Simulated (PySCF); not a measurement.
**Electronic structure of Co (cobalt, neutral) at the r2SCAN0 level**

Configuration: [Ar] 3d8 4s1, high-spin 4F determinant (an excited configuration). Calculation: PySCF 2.14, in x2c-TZVPPall; scalar relativity by spin-free X2C-1e.

```
Total energy                        : -1393.155 hartree
One-electron energy                 : -1931.672 hartree
Hartree (Coulomb) energy            : 598.547 hartree
Exchange-correlation energy         : -60.031 hartree
⟨S²⟩                                : 3.7508
⟨L²⟩                                : 12.043
Sum of ⟨r⟩                          : 20.81 bohr
Sum of ⟨r²⟩                         : 32.88 bohr²
Langevin diamagnetic susceptibility : -26.0 ×10⁻⁶ cm³/mol
```

```json
{"shell": "1s α", "electrons": "1", "mean orbital energy (eV)": "-7648.2", "spread (eV)": "0", "rms radius, mean of both spins (bohr)": "0.0649"}
{"shell": "1s β", "electrons": "1", "mean orbital energy (eV)": "-7648.2", "spread (eV)": "0", "rms radius, mean of both spins (bohr)": "0.0649"}
{"shell": "2s α", "electrons": "1", "mean orbital energy (eV)": "-917.16", "spread (eV)": "0", "rms radius, mean of both spins (bohr)": "0.277"}
{"shell": "2s β", "electrons": "1", "mean orbital energy (eV)": "-915.85", "spread (eV)": "0", "rms radius, mean of both spins (bohr)": "0.277"}
{"shell": "2p α", "electrons": "3", "mean orbital energy (eV)": "-782.70", "spread (eV)": "0", "rms radius, mean of both spins (bohr)": "0.249"}
{"shell": "2p β", "electrons": "3", "mean orbital energy (eV)": "-781.61", "spread (eV)": "0", "rms radius, mean of both spins (bohr)": "0.249"}
{"shell": "3s α", "electrons": "1", "mean orbital energy (eV)": "-106.84", "spread (eV)": "0", "rms radius, mean of both spins (bohr)": "0.835"}
{"shell": "3s β", "electrons": "1", "mean orbital energy (eV)": "-103.26", "spread (eV)": "0", "rms radius, mean of both spins (bohr)": "0.835"}
{"shell": "3p α", "electrons": "3", "mean orbital energy (eV)": "-67.753", "spread (eV)": "0", "rms radius, mean of both spins (bohr)": "0.897"}
{"shell": "3p β", "electrons": "3", "mean orbital energy (eV)": "-64.089", "spread (eV)": "0", "rms radius, mean of both spins (bohr)": "0.897"}
{"shell": "3d α", "electrons": "5", "mean orbital energy (eV)": "-6.929", "spread (eV)": "1.393", "rms radius, mean of both spins (bohr)": "1.37"}
{"shell": "4s α", "electrons": "1", "mean orbital energy (eV)": "-5.599", "spread (eV)": "0", "rms radius, mean of both spins (bohr)": "3.34"}
{"shell": "3d β", "electrons": "3", "mean orbital energy (eV)": "-5.235", "spread (eV)": "0", "rms radius, mean of both spins (bohr)": "1.37"}
```

Densities and radii are taken from the X2C orbitals without a picture-change correction, which distorts them close to the nucleus.
